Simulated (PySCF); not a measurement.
Mo(NMe)(S)(F)2 (CH3F2MoNS), SMILES C[N]=[Mo]([F])([F])=[S], multiplicity 1.

Coordinates come from a PBE-D3(BJ)/def2-SVP optimisation. The spin state was assumed, not searched. The structure was generated by enumeration; whether it is a known compound was not checked. The def2 effective core potentials stand for the cores of Mo; spin–orbit coupling is left out.

All values below come from PySCF with PBE-D3(BJ)/def2-SVP.

Frequencies are harmonic and unscaled.

Computed harmonic wavenumbers and intensities:
```tsv
mode	ν (cm⁻¹)	IR (km/mol)	moving atoms (share of kinetic energy)
1	93	5.3	S 36 %, C 35 %, H 19 %
2	111	1.6	F 39 %, H 24 %, C 24 %, Mo 8 %
3	122	0.0	H 91 %
4	166	4.9	F 87 %, Mo 8 %
5	183	0.8	F 56 %, S 35 %
6	205	1.2	F 61 %, Mo 19 %, S 13 %
7	334	6.7	N 69 %, F 15 %, H 9 %
8	354	15.3	N 65 %, H 10 %, S 8 %
9	548	35.1	S 72 %, Mo 22 %
10	653	91.2	F 50 %, C 20 %, N 12 %, Mo 10 %
11	680	59.7	F 35 %, C 25 %, Mo 24 %, N 8 %
12	700	105.3	F 74 %, Mo 26 %
13	1036	4.5	H 73 %, C 20 %
14	1049	0.2	H 73 %, C 20 %
15	1316	83.6	N 49 %, C 33 %, H 16 %
16	1365	6.5	H 73 %, N 24 %
17	1378	8.6	H 97 %
18	1387	16.4	H 93 %
19	2918	22.9	H 97 %
20	3010	4.2	H 91 %, C 9 %
21	3031	3.2	H 90 %, C 10 %
```
